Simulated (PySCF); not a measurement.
PBE on Hf⁺ (hafnium, charge +1), [Xe] 4f14 5d1 6s2, 2D determinant. Calculation: PySCF 2.14, in def2-TZVP with the def2 core potential (60 electrons) (6s4p3d1f, 40 functions); a scalar-relativistic core potential.

```
cycle= 1 E= -47.6123627300807  delta_E= -0.0076  |g|= 0.0543  |ddm|= 0.724
cycle= 2 E= -47.6185279479465  delta_E= -0.00617  |g|= 0.0341  |ddm|= 0.484
cycle= 3 E= -47.6217311825948  delta_E= -0.0032  |g|= 0.0177  |ddm|= 0.252
cycle= 4 E= -47.6223323544096  delta_E= -0.000601  |g|= 0.011  |ddm|= 0.125
cycle= 5 E= -47.6224363806319  delta_E= -0.000104  |g|= 0.000742  |ddm|= 0.0472
cycle= 6 E= -47.6224373494866  delta_E= -9.69e-07  |g|= 0.000167  |ddm|= 0.00509
cycle= 7 E= -47.6224373697119  delta_E= -2.02e-08  |g|= 2.05e-05  |ddm|= 0.000588
cycle= 8 E= -47.6224373707261  delta_E= -1.01e-09  |g|= 5.35e-06  |ddm|= 0.000229
cycle= 9 E= -47.6224373708127  delta_E= -8.67e-11  |g|= 3.19e-07  |ddm|= 5.09e-05
converged SCF energy = -47.6224373708127  <S^2> = 1.3540489  2S+1 = 2.5330211
```

Highest occupied orbital energy: -10.953 eV; ⟨L²⟩ = 8.34; populations by l: s 3.61, p 6.00, d 1.39, f 0.00.

Problem. Can this result be used?

Solution. Not for this state. Self-consistency was reached. ⟨L²⟩ = 8.34 against 6 for a pure D term, so this real determinant mixes terms. Energies and moments cover only the electrons outside the core potential. Spin-orbit coupling, absent here, splits the open shell strongly. ⟨S²⟩ = 1.35 against 0.75 shows spin contamination. The s, p, d and f populations moved away from the nominal configuration during the SCF.
